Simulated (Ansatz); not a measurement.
Isolated molecules relaxed with PBE0-D4/def2-TZVP in Ansatz; ΔE leaves out vibrations. CBS: MP2 limit from def2 TZ/QZ plus the TZ coupled-cluster correction, frozen cores. This one scheme is used for every species. Each species was taken in one conformer, which may not be the lowest.

Consider the ligand exchange at the Al–C bond: `[CH3][AlH][SH]` + `C=N` → `C=[N][AlH][SH]` + CH₄.

| species | CCSD(T)/CBS(def2) energy (Eh) |
| --- | --- |
| `[CH3][AlH][SH]` | -680.89694 |
| `C=N` | -94.52360 |
| `C=[N][AlH][SH]` | -734.98690 |
| CH₄ | -40.46206 |

Question: Work out ΔE.

Answer: ΔE = (-734.98690) + (-40.46206) − (-680.89694) − (-94.52360) = -0.02842 Eh = -17.8 kcal/mol.

Largest T1 diagnostic among the species: 0.013.

At CCSD(T), def2-SVP lies −1.0 kcal/mol from the extrapolated value and def2-TZVPP +0.0 kcal/mol. Leaving LDA and LC-ωPBE aside and taking each functional with its dispersion term where it has one, the values, not all of them listed here, spread over 2.5 kcal/mol, from BHLYP-D4 to HSE06-D4. LDA lies −0.8 kcal/mol from PBE without D4.
